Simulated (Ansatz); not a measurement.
F$_{2}$OTa (SMILES [O]=[Ta]([F])[F]), doublet, at a GFN2-xTB geometry (such geometries of metal compounds can be far from the true shape) (the multiplicity is a formal guess) (core potentials on Ta); HF/def2-SV(P) (Ansatz, a quantum-chemistry and plane-wave program).

Input for Ansatz:
Ansatz 0.2 input:
```yaml
crystal:
  periodic: [false, false, false]
  atoms:
    - {symbol: Ta, position_ang: [0.00449653, -0.00148257, -0.00089750]}
    - {symbol: O, position_ang: [1.61444879, -0.53230803, -0.32224167]}
    - {symbol: F, position_ang: [-0.66122332, -0.43528196, 1.64011204]}
    - {symbol: F, position_ang: [-0.81031412, 0.92046997, -1.34639528]}
basis:
  gaussian:
    orbitals: def2-SV_P_.json
hamiltonian:
  xc: hf
magnetization: {spin_polarized: true, initial_magnetization: 1}
```
The basis file holds def2-SV(P) in the JSON format of the Basis Set Exchange.

It wrote (shortened):

```
Functional definition: HF
717 factors; integrals over basis functions are off by at most 4.3e-4 eV
mean field evaluation 1: about -8970.1935 eV, gradient 4.7e1 eV
mean field evaluation 2: about -8970.2777 eV, gradient 4.7e1 eV
mean field evaluation 4: about -8979.8113 eV, gradient 7.5e0 eV
mean field evaluation 8: about -8980.2164 eV, gradient 5.5e-1 eV
mean field evaluation 16: about -8980.2390 eV, gradient 2.2e-5 eV
mean field evaluation 32: about -8976.1272 eV, gradient 8.9e-1 eV
mean field evaluation 64: about -8978.1244 eV, gradient 1.0e1 eV
mean field evaluation 96: about -8972.0718 eV, gradient 3.1e1 eV
mean field evaluation 128: about -8976.9459 eV, gradient 3.2e0 eV
mean field evaluation 160: about -8975.9018 eV, gradient 1.3e0 eV
mean field evaluation 192: about -8974.0969 eV, gradient 2.2e0 eV
mean field evaluation 224: about -8975.1953 eV, gradient 7.6e0 eV
mean field evaluation 256: about -8978.3379 eV, gradient 3.5e-1 eV
mean field -8980.23901849 eV, -330.0176969048 hartree, gradient 2.6e-5 eV, S^2 0.799165; 6 other end points of the search recorded, 0 dependent functions left out
reference -8980.23901849 eV, -330.0176969048 hartree; 20, 19 occupied and 47, 48 virtual orbitals, 717 factors
Total energy: -8980.23901849 eV, -330.0176969048 hartree
```
